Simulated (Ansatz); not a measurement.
`[SiH3]C1=C(Br)C1` and `ClC1=C(Br)C1` differ in one atom or group.

Ansatz, PBE0-D4/def2-TZVP geometries, multiplicity 1. 

Scalar relativity is left out up to krypton.

```json
{"property": "size of the dipole moment (ωB97M-V/def2-TZVPP) / D", "`[SiH3]C1=C(Br)C1`": "0.60"}
{"property": "size of the dipole moment (B3LYP/def2-TZVPP) / D", "`[SiH3]C1=C(Br)C1`": "0.61"}
{"property": "HOMO–LUMO gap (PBE/def2-TZVPP) / eV", "`[SiH3]C1=C(Br)C1`": "4.37"}
{"property": "size of the dipole moment (PBE/def2-TZVPP) / D", "`[SiH3]C1=C(Br)C1`": "0.54"}
{"property": "HOMO–LUMO gap (ωB97M-V/def2-TZVPP) / eV", "`[SiH3]C1=C(Br)C1`": "10.60"}
{"property": "HOMO energy (PBE/def2-TZVPP) / eV", "`[SiH3]C1=C(Br)C1`": "-6.11"}
```

Q: What does the change do to each property? (An estimate is asked.)

A: The calculation gave: 
```
                                          property  `ClC1=C(Br)C1`  shift
size of the dipole moment (ωB97M-V/def2-TZVPP) / D            0.56  -0.04
  size of the dipole moment (B3LYP/def2-TZVPP) / D            0.58  -0.03
               HOMO–LUMO gap (PBE/def2-TZVPP) / eV            4.68   0.31
    size of the dipole moment (PBE/def2-TZVPP) / D            0.53  -0.01
           HOMO–LUMO gap (ωB97M-V/def2-TZVPP) / eV           11.04   0.44
                 HOMO energy (PBE/def2-TZVPP) / eV           -5.92   0.19
```

With PBE0 the HOMO rises by 0.16 eV and the LUMO rises by 0.54 eV, so the gap widens by about 0.38 eV. PBE moves the HOMO by 0.19 eV and ωB97M-V by 0.19 eV. Dipoles are sizes alone; their direction can turn.

B3LYP here is the variant with VWN-RPA as its local correlation; programs differ in this.

Spin–orbit coupling is left out; it splits and shifts lone-pair levels of the heavy atoms by tenths of an eV.
